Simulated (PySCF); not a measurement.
# Correlation energy of Si+ (silicon, charge +1)

[Ne] 3s2 4s1, 2S determinant (an excited configuration). Computed with PySCF 2.14 in dyall-av3z (19s12p3d2f, 84 functions), with no relativity, point nucleus. Frozen: [Ne]; 3 electrons correlated; the 23 highest virtual orbitals of each spin left out.

```tsv
level	correlation energy (mhartree)
CCSD	-55.90
(T)	-1.11
CCSD(T)	-57.01
```

Diagnostics: T1 = 0.017, D1 = 0.0406, largest double amplitude 0.109.

Question: Is a single reference adequate?

Answer: Mostly. T1 lies below 0.03, but a double amplitude of this size points to a near-degeneracy that CCSD handles and MP2 describes poorly.
